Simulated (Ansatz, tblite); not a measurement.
Forces on `CB1C=CC=C1C1=CC=CB1C` at its r2SCAN-D4/def2-SVP geometry. Charge 0, multiplicity 1.

The xTB rows come from tblite. The restricted singlet is unstable towards broken spin symmetry at other levels; at PBE-D4/def2-TZVP, PBE0-D4/def2-TZVP this wasn't settled.

GFN2-xTB (tblite), largest force 0.74 eV/Å:

```xyz
24
positions Å, forces eV/Å
C    -0.153    2.227   -2.181   -0.028    0.620    0.039
B    -0.986    1.042   -1.606    0.001   -0.296    0.094
C    -2.513    0.782   -1.880   -0.058   -0.463    0.569
C    -2.909   -0.148   -0.966    0.118    0.210   -0.130
C    -1.804   -0.621   -0.110    0.203    0.180   -0.225
C    -0.607   -0.020   -0.431   -0.655   -0.060   -0.143
C     0.652   -0.313    0.178    0.669   -0.038    0.068
C     1.882    0.044   -0.328   -0.200   -0.204    0.207
C     2.992   -0.463    0.501   -0.135   -0.090    0.221
C     2.565   -1.166    1.588    0.062    0.435   -0.590
B     0.994   -1.099    1.563    0.037    0.011   -0.310
C     0.053   -1.489    2.743   -0.086    0.202    0.583
H    -0.439    2.497   -3.211    0.237   -0.135    0.389
H     0.940    2.157   -2.099   -0.478    0.015   -0.138
H    -0.450    3.098   -1.558    0.193   -0.314   -0.300
H    -3.202    1.257   -2.583    0.321   -0.265    0.343
H    -3.931   -0.528   -0.843    0.514    0.152   -0.036
H    -1.948   -1.396    0.648    0.010    0.391   -0.441
H     2.056    0.595   -1.257   -0.019   -0.324    0.492
H     4.039   -0.268    0.237   -0.524   -0.083    0.088
H     3.249   -1.599    2.324   -0.313    0.206   -0.388
H    -1.013   -1.619    2.511    0.482   -0.045    0.114
H     0.110   -0.622    3.436   -0.093   -0.400   -0.240
H     0.421   -2.349    3.324   -0.259    0.295   -0.268
```

PBE-D4/def2-TZVP (Ansatz), largest force 0.11 eV/Å:

```
C -0.030 0.000 0.002
B -0.072 -0.019 -0.007
C 0.055 -0.003 0.007
C -0.034 -0.013 0.017
C 0.021 -0.024 0.022
C 0.055 -0.053 0.067
C -0.053 0.044 -0.074
C -0.019 0.011 -0.032
C 0.033 0.019 -0.012
C -0.054 -0.002 -0.011
B 0.074 -0.003 -0.009
C 0.030 0.009 0.005
H 0.027 -0.009 0.055
H -0.054 -0.002 -0.007
H 0.027 -0.006 -0.033
H 0.076 -0.035 0.063
H 0.088 0.033 -0.013
H 0.013 0.075 -0.070
H -0.017 -0.050 0.089
H -0.090 -0.020 0.024
H -0.077 0.038 -0.061
H 0.054 0.003 0.007
H -0.021 -0.038 0.000
H -0.032 0.046 -0.029
```

PBE0-D4/def2-TZVP (Ansatz), largest force 0.82 eV/Å:

```
C 0.031 0.159 -0.025
B -0.086 -0.075 0.132
C -0.284 -0.430 0.385
C -0.002 0.456 -0.483
C 0.775 0.203 -0.079
C -0.762 -0.291 0.106
C 0.780 0.159 -0.206
C -0.782 -0.156 0.114
C -0.014 -0.344 0.569
C 0.301 0.308 -0.478
B 0.079 0.116 -0.100
C -0.053 0.014 0.155
H 0.094 -0.090 0.279
H -0.311 0.000 -0.036
H 0.075 -0.208 -0.150
H 0.237 -0.158 0.234
H 0.338 0.141 -0.052
H 0.055 0.272 -0.253
H -0.067 -0.182 0.321
H -0.348 -0.072 0.105
H -0.235 0.143 -0.245
H 0.308 0.020 0.050
H -0.017 -0.210 -0.166
H -0.114 0.227 -0.176
```
